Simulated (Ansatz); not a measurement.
Consider the formal exchange of groups at a C–C bond: `CCCCC#N` + `[F][SnH2][F]` → `N#[C][SnH]([F])[F]` + `CCCC`.

Program: Ansatz. Geometries: PBE0-D4/def2-TZVP. ΔE: electronic, gas phase. CCSD(T)/CBS adds triple-zeta CCSD(T) − MP2 to the extrapolated MP2 energy (def2 sets, frozen cores). Functionals use def2-TZVPP. B3LYP here is the variant with VWN-RPA as its local correlation; programs differ in this. def2 core potentials past Kr. For Sn outer-core shells are correlated without core-valence functions, which leaves a few kJ/mol of doubt a bond. Each species was taken in one conformer, which may not be the lowest.

| level | ΔE (kcal/mol) |
| --- | --- |
| B3LYP-D4 | -0.6 |
| r2SCANh-D4 | -0.2 |
| MP2/def2-QZVPP | -3.0 |
| HF/CBS(def2) | -1.9 |

Question: What does CCSD(T)/CBS give? (An estimate is asked.)

Answer: Computed: -2.9 kcal/mol. The listed levels differ from it by 2.3, 2.7, -0.1, 1.0 kcal/mol.

Largest T1 diagnostic among the species: 0.015.

In def2-TZVPP, CCSD(T) changes the Hartree–Fock value by −1.3 kcal/mol (the triples alone add −0.3 kcal/mol) and MP2 by −1.3 kcal/mol. At CCSD(T), def2-SVP lies +1.5 kcal/mol from the extrapolated value and def2-TZVPP −0.2 kcal/mol.
